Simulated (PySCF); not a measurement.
aminosilylimino(oxo)methane (CH₄N₂OSi), SMILES N[SiH2]N=C=O. Atoms are numbered in the order given.

```xyz
9

N      0.8465    -2.1309     0.0000
Si    -0.5366    -1.1173     0.0000
N     -0.1991     0.5855     0.0000
C      0.0561     1.7542     0.0000
O      0.3064     2.8968     0.0000
H      1.4113    -2.2302     0.8359
H      1.4113    -2.2302    -0.8359
H     -1.3145    -1.3894    -1.2373
H     -1.3145    -1.3894     1.2373
```
Charge 0, spin multiplicity 1.

The structure is a stationary point at PBE0-D3(BJ)/def2-SVP. Other conformers were not sampled.

Two levels are set side by side: PBE/pcSseg-1 (PySCF) and PBE0/pcSseg-1 (PySCF). GIAO shifts against H2O (¹⁷O), NH3 (¹⁵N), TMS (²⁹Si), TMS (¹H), TMS (¹³C) at the same level; non-relativistic, no solvent, atoms listed together averaged. Differences are taken from unrounded values.

```csv
quantity,PBE0,PBE,PBE minus PBE0
δ(¹⁵N) of N1 (ppm),29.8,34.6,4.8
δ(²⁹Si) of Si2 (ppm),-59.1,-63.8,-4.7
δ(¹⁵N) of N3 (ppm),55.6,61.1,5.5
δ(¹³C) of C4 (ppm),127.1,121.9,-5.2
δ(¹⁷O) of O5 (ppm),138.3,144.7,6.4
"δ(¹H) of H6, H7 (ppm)",1.27,1.21,-0.07
"δ(¹H) of H8, H9 (ppm)",5.01,5.17,0.16
```

Rough cost on one machine, each run with all the roots and properties that it gave: PBE0 against PBE within a factor of 2.
